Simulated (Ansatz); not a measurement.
`[SeH][Al]([SeH])[SeH]` → Al• + 3 H• + 3 Se•  (atomization)

Gas-phase electronic energies from Ansatz, PBE0-D4/def2-TZVP geometries. CCSD(T)/CBS adds triple-zeta CCSD(T) − MP2 to the extrapolated MP2 energy (def2 sets, frozen cores). This one scheme is used for every species, atoms too. Functionals use def2-TZVPP. B3LYP here is the variant with VWN-RPA as its local correlation; programs differ in this. Open shells (•) are unrestricted, without spin–orbit coupling. Spin–orbit coupling would lower the free atoms: a little for Al; clearly for Se. Bonds to Se are less sure, by a few kJ/mol each and by 10 to 20 or more in all where they break to atoms, as the def2 sets lack core-valence functions. Scalar relativity is left out up to krypton. One conformer a species, not always the lowest.

| level | ΔE (kJ/mol) | difference from CCSD(T)/CBS |
| --- | --- | --- |
| BLYP-D4 | 1863.8 | -64.0 |
| r2SCAN-D4 | 1922.5 | -5.3 |
| B97M-V | 1900.0 | -27.8 |
| B3LYP-D4 | 1874.5 | -53.3 |
| ωB97X-V | 1908.3 | -19.5 |
| B2PLYP | 1851.3 | -76.5 |
| PBE-QIDH | 1881.2 | -46.6 |
| revPBE | 1810.1 | -117.7 |
| r2SCANh | 1902.0 | -25.8 |
| HF/def2-TZVPP | 1305.2 | -622.6 |
| MP2/def2-TZVPP | 1873.9 | -53.9 |
| SCS-MP2/def2-TZVPP | 1852.9 | -74.9 |
| CCSD/def2-TZVPP | 1810.5 | -117.3 |
| MP2/def2-QZVPP | 1916.9 | -10.9 |
| SCS-MP2/def2-QZVPP | 1899.4 | -28.4 |
| HF/CBS(def2) | 1302.8 | -625.0 |
| CCSD(T)/CBS | 1927.8 | 0 |

Largest T1 diagnostic among the species: 0.018.

From r2SCAN to r2SCAN0 (25 % exact exchange), in def2-TZVPP and without D4, ΔE moves by −37.0 kJ/mol: exact exchange takes away binding that semilocal exchange gives to molecules. In def2-TZVPP, CCSD(T) changes the Hartree–Fock value by +546.4 kJ/mol (the triples alone add +41.1 kJ/mol) and MP2 by +568.7 kJ/mol; breaking electron pairs costs correlation energy, which Hartree–Fock lacks.

For atomizations the MP2-based limit and the directly extrapolated one differ by several kJ/mol either way, and by 10 to 25 for some Ge, Se and Sn compounds, so smaller differences from it don't rank the levels.
